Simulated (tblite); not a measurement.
Species: C₅H₁₁NOSi₂.
Structure used (GFN2-xTB), in Å, numbered top down from 1:
```
atom  x, y, z in Å
N1    -2.697    2.707   -0.868
C2    -1.941    1.853   -0.774
C3    -1.029    0.761   -0.620
C4    -1.565   -0.626   -1.035
C5    -1.153   -1.188    0.330
C6    -0.864    0.241    0.835
Si7    0.819    0.570    1.655
O8     1.971    0.118    0.612
Si9    2.864   -0.515   -0.585
H10   -0.078    1.013   -1.095
H11   -2.642   -0.624   -1.197
H12   -1.077   -1.067   -1.902
H13   -0.258   -1.807    0.276
H14   -1.925   -1.733    0.870
H15   -1.681    0.606    1.460
H16    0.967   -0.268    2.843
H17    1.017    1.998    1.879
H18    1.949   -1.007   -1.617
H19    3.689    0.585   -1.075
H20    3.630   -1.608    0.006
```

Computed with GFN2-xTB (tblite): harmonic, unscaled wavenumbers at the GFN2-xTB geometry, gas phase. Errors from tens to a few hundred cm⁻¹ against measured bands are possible. Modes of hydrogen on silicon can be 10 to 20 % off. One conformer, not necessarily the lowest. The optimisation stopped once no atom felt more than 0.01 eV/Å.

Lowest wavenumbers of the output (negative numbers stand for imaginary wavenumbers):
```
mode    cm-1
  1     -44.1
  2      33.9
  3      39.7
  4      46.6
  5      62.0
  6     124.3
  7     136.2
  8     197.6
  9     226.8
 10     351.3
```

Is this structure a minimum?

Not by this Hessian. 1 mode is imaginary beyond 20i (44i cm⁻¹), so at this level the point lies at or near a first-order saddle. The curvature is small, so loose convergence or finite differences may be the whole cause.

Which atoms move in the imaginary mode?

44i: H19 (Si–H hydrogen) 32 %, H20 (Si–H hydrogen) 30 %, H18 (Si–H hydrogen) 20 %. These are shares of the mass-weighted motion.

What is the remedy?

Step along that mode in both directions, optimise again with tighter thresholds and repeat the frequencies. The zero-point energy of this point (89.7 kcal/mol) counts the 53 real modes alone, and thermal corrections from it aren't those of a minimum.
